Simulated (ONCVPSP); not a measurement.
# What one change does to a pseudopotential (zinc (Zn), ONCV)

```
Element                 : Zn (Z = 30)
Generator               : ONCVPSP 4.0.1
Type                    : optimised norm-conserving Vanderbilt (ONCV)
Functional              : LDA (Perdew-Wang 92)
Relativity              : scalar-relativistic
Frozen core             : [Ne]
Valence charge          : 20
Reference configuration : 3s2 3p6 3d10 4s2
Partial waves           : 3s+4s: rc 1.15 bohr, ncon 5, nbas 10, qcut 13.8 1/bohr, 2 projectors; 3p: rc 0.90 bohr, ncon 5, nbas 10, qcut 18.8 1/bohr, 2 projectors, debl 2.2 Ha; 3d: rc 0.75 bohr, ncon 3, nbas 8, qcut 24 1/bohr, 2 projectors, debl 1.2 Ha
Local potential         : polynomial inside 0.75 bohr (lpopt 5, dvloc0 2 Ha)
Core correction         : none
```

In the p channel the program set the typed energies aside and used -3.060, 0.250 Ha.

Change: functional PW91. In the p channel the program set the typed energies aside and used -3.067, 0.250 Ha.

Cutoffs: the cutoffs (Ha) at which the residual kinetic energy of the hardest occupied pseudo-wave falls to 1 and 0.1 mHa per electron; they do not see the model core or the augmentation charge, which bear on the density cutoff. Errors are all-electron minus pseudo energies relative to the spin-unpolarised reference configuration.

**Question.** Predict the effect on cutoff, ghosts and configuration errors.

**Answer.** The potential gets neither clearly harder nor softer (183 Ha and 212 Ha → 182 Ha and 211 Ha); of the 4 tests that both files solve, the error grows in 2 and shrinks in 0 by more than 15 % and 0.3 meV (median size 3.8 → 3.8 meV); neither file shows a bound ghost.

| quantity | base | changed |
| --- | --- | --- |
| cutoff, loose | 183 Ha | 182 Ha |
| cutoff, tight | 212 Ha | 211 Ha |
| loose cutoff by channel | s 62 Ha, p 104 Ha, d 183 Ha | s 62 Ha, p 104 Ha, d 182 Ha |
| bound ghosts | none | none |
| GHOST(+) flags under 300 eV | none | none |
| error for 3s2 3p6 3d10 4s1, meV [ΔE 10.18 → 9.96 eV] | -0.4 | -0.5 |
| error for 3s2 3p6 3d10 4s0, meV [ΔE 28.95 → 28.47 eV] | -0.1 | -0.5 |
| error for 3s2 3p6 3d9 4s0, meV [ΔE 69.84 → 69.13 eV] | -7.1 | -7.1 |
| error for 3s1 3p6 3d10 4s2, meV [ΔE 137.47 → 138.06 eV] | -13 | -29 |
| s: phases at 1.17 bohr within 0.05 rad from the reference energy up to (Ha; the scan ends near 5) | to the end of the scan | to the end of the scan |
| p: phases at 0.91 bohr within 0.05 rad from the reference energy up to (Ha; the scan ends near 5) | to the end of the scan | to the end of the scan |
| d: phases at 0.76 bohr within 0.05 rad from the reference energy up to (Ha; the scan ends near 5) | to the end of the scan | to the end of the scan |
